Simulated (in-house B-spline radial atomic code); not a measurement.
Atomic self-consistent-field run: Mo²⁺. Computed with a B-spline radial code for spherical atoms: scalar-relativistic (X2C) B3LYP, spin-polarised, spherical fractional occupations, Fermi nucleus of rms radius 4.4091 fm.

In the input, 3d5,1 would mean five up and one down electron.

Command:
```bash
python run_scf.py task.json out
```
Settings (nuclear radius in fm, mass in u):
```
Z                42
configuration    1s2 2s2 2p6 3s2 3p6 3d10 4s2 4p6 4d3,1
hamiltonian      x2c
method           b3lyp
spin_polarised   True
nucleus          fermi
rms_radius       4.4091
atomic_mass      97.9054
speed_of_light   137.035999084
```

Output (hartree, bohr):
```
 radial grid: 73 intervals, B-splines of order 8, outer radius 38.5185 bohr

 iter        energy (Eh)    residual
    1       -4042.418262    4.20e-01
    2       -4044.911850    2.42e-01
    3       -4047.321495    4.88e-02
    4       -4047.416506    7.83e-03
    5       -4047.420060    6.31e-03
    6       -4047.421209    1.56e-03
    7       -4047.421303    5.21e-04
    8       -4047.421312    3.57e-05
    9       -4047.421312    3.63e-06
   10       -4047.421312    1.46e-07

 total energy                     -4047.42131
 kinetic                            4196.5275
 electron-nucleus                  -9752.0293
 Hartree                            1632.2289
 exact exchange                      -24.3149
 exchange-correlation                -99.8335

 orbital      occ     eigenvalue          <r>       <r^2>       <1/r>       r_max
 1s up      1.000      -730.4254    0.0346715  0.00163308     44.9782     0.02229
 1s down    1.000      -730.4257    0.0346714  0.00163308     44.9783     0.02229
 2s up      1.000      -104.3476     0.153269   0.0277576     10.0689      0.1295
 2s down    1.000      -104.3377     0.153263   0.0277554     10.0694      0.1295
 2p up      3.000       -93.3540     0.133753   0.0218775     9.56077      0.1033
 2p down    3.000       -93.3458     0.133745   0.0218747     9.56127      0.1033
 3s up      1.000       -18.5850     0.428363    0.210336     3.42069      0.3836
 3s down    1.000       -18.5797     0.428352    0.210306     3.42036      0.3836
 3p up      3.000       -14.9587     0.430103    0.215378     3.21378      0.3771
 3p down    3.000       -14.9526      0.43007    0.215313     3.21353      0.3772
 3d up      5.000        -9.0457     0.415054    0.207143     2.96938      0.3225
 3d down    5.000        -9.0347     0.415075    0.207109      2.9688      0.3226
 4s up      1.000        -3.1990      1.10596     1.38578     1.23819      0.9892
 4s down    1.000        -3.1447      1.10241     1.37725     1.24364      0.9865
 4p up      3.000        -2.2074      1.22842     1.72726     1.09287        1.07
 4p down    3.000        -2.1437      1.22509     1.71918     1.09738       1.067
 4d up      3.000        -0.8024      1.72802     3.55603    0.766063       1.351
 4d down    1.000        -0.7146      1.77667     3.79097    0.750146       1.358
```

Run time, properties included: 0.27 s on 1 thread of Arm Neoverse V1, with other jobs on the host.

Caution: exact exchange at fractional occupations of open shells leaves self-interaction of up to several eV.

One-electron X2C: radii and densities carry no picture-change correction, so inner-shell <1/r> comes out high (for 1s by about 2 % at Z = 33, 5 % at 54, 10 % at 75, 30 % at 118) and <r> low.
